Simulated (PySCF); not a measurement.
C5H5, SMILES C1=CC=C[CH]1 (connectivity only; charge and spin as stated), charge +1, multiplicity 1.

Geometry optimised at B3LYP-D3(BJ)/def2-SVP. The spin state was assumed, not searched. The isomer is the one that the SMILES or the coordinates give; other isomers of the formula were not compared.

All values below come from r2SCAN/def2-TZVP (PySCF).

Gas-phase values at a fixed geometry.

```
Item                                                              Result
------------------------------------------------  ----------------------
total energy                                          -193.09148 hartree
point group                                                          C2v
highest occupied level                                         -12.15 eV
lowest empty level                                             -11.52 eV
orbital gap                                                      0.63 eV
dipole moment about the centre of nuclear charge                  0.23 D
mean static polarisability                          47.1 bohr³ (6.97 Å³)
polarisability, principal values                  27.3, 54.8, 59.0 bohr³
```
